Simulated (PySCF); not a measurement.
## Two-component Hartree-Fock for Os(74+) (osmium, charge +74)

Start: 1s2. Calculated with PySCF 2.14 in an uncontracted even-tempered set (15 s from 260 bohr⁻², ratio 2.4; 11 p from 330 bohr⁻², ratio 2.4; 3 d from 1000 bohr⁻², ratio 2.6; 3 f from 1500 bohr⁻², ratio 2.6): generalised Hartree-Fock with the X2C-1e Hamiltonian and a Gaussian nucleus; one run each with spin-orbit coupling (SO) switched off, then screened by Boettger's factors.

```tsv
spinor shell	electrons	ε, spin-free (eV)	ε, screened SO (eV)	weight of nominal j (screened SO)	rms radius, screened SO (bohr)
1s1/2	2	-84194.2	-84194.2	1.000	0.0199
```

```json
{"quantity": "E (hartree)", "spin-free": "-6245.29653", "screened SO": "-6245.29653"}
{"quantity": "M_J", "spin-free": "0", "screened SO": "0"}
{"quantity": "⟨J²⟩", "spin-free": "0.000", "screened SO": "0.000"}
{"quantity": "⟨L²⟩", "spin-free": "0.000", "screened SO": "0.000"}
{"quantity": "⟨S²⟩", "spin-free": "0.000", "screened SO": "0.000"}
```

Breit and QED terms are absent; they matter most for the inner s and p1/2 levels.

Densities and radii are taken from the X2C orbitals without a picture-change correction, which distorts them close to the nucleus.

Without spin-orbit coupling the j labels of p, d and f shells carry no meaning; the spin-free column gives the mean over the occupied spinors of each nl shell.
